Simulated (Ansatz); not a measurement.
Geometry optimisation, Ansatz 0.2.0, RKS PBE0/def2-SVP.

The input (input.yaml):

```yaml
crystal:
  periodic: [false, false, false]
  atoms:
    - { symbol: O, position_ang: [-1.7388, -2.4659, -1.3439] }
    - { symbol: B, position_ang: [-1.2703, -1.2256, -0.7063] }
    - { symbol: B, position_ang: [-0.221, -0.972, 0.5919] }
    - { symbol: C, position_ang: [-0.2652, 0.6215, 0.5773] }
    - { symbol: Si, position_ang: [1.3261, 1.4192, 0.3174] }
    - { symbol: Te, position_ang: [-1.5589, 0.9573, -1.0673] }
    - { symbol: H, position_ang: [-1.1069, -2.6155, -2.0692] }
    - { symbol: H, position_ang: [0.4378, -1.6994, 1.3043] }
    - { symbol: H, position_ang: [-0.8181, 0.9904, 1.5542] }
    - { symbol: H, position_ang: [1.92474, 0.86537, -0.94264] }
    - { symbol: H, position_ang: [1.15273, 2.83461, 0.20311] }
    - { symbol: H, position_ang: [2.25464, 1.09352, 1.4249] }
basis:
  gaussian: { orbitals: def2-SVP }
hamiltonian:
  xc: pbe0
relax:
  f_tol: 0.015
  max_steps: 40
```

Launched with:

```bash
$ ansatz run input.yaml --threads 2 --pin off --max-ram 3072MiB --backend cpu --events-out ev --progress --plain --runs-dir out
```

**Question.** Where does it end, and by what steps?

**Answer.** The forces met the threshold. After 17 steps the energy has fallen by 1.704 eV; H8 moved furthest, 1.49 Å. Joined: B3–Te6.

| step | energy less start (eV) | largest force component (eV/Å) | accepted |
| --- | --- | --- | --- |
| 0 | 0.0000 | 3.246 | yes |
| 1 | -0.5814 | 1.610 | yes |
| 2 | -0.6931 | 0.521 | yes |
| 3 | -0.7421 | 0.415 | yes |
| 4 | -0.8425 | 1.718 | yes |
| 5 | -1.0375 | 1.209 | yes |
| 6 | -1.2725 | 0.926 | yes |
| 7 | -1.4400 | 1.272 | yes |
| 8 | -1.5409 | 1.188 | yes |
| 9 | -1.6110 | 0.647 | yes |
| 10 | -1.6663 | 0.337 | yes |
| 11 | -1.6721 | 0.293 | yes |
| 12 | -1.6942 | 0.191 | yes |
| 13 | -1.7002 | 0.080 | yes |
| 14 | -1.7032 | 0.044 | yes |
| 15 | -1.7037 | 0.033 | yes |
| 16 | -1.7037 | 0.034 | yes |
| 17 | -1.7039 | 0.007 | yes |

```xyz
12
Properties=species:S:1:pos:R:3
O -1.002 -1.886 -1.981
B -0.915 -1.194 -0.849
B -0.567 -0.942 0.750
C -0.149 0.552 0.971
Si 1.313 1.321 0.088
Te -1.969 0.741 -0.312
H -0.450 -2.677 -1.989
H -1.004 -1.621 1.653
H -0.335 0.954 1.978
H 1.483 0.661 -1.244
H 1.149 2.794 -0.114
H 2.561 1.101 0.892
```

Whether the end is a true minimum wasn't checked by a vibrational analysis.

The run took 120 s on 2 threads of Arm Neoverse V1 (shared host), peak memory 0.39 GiB.
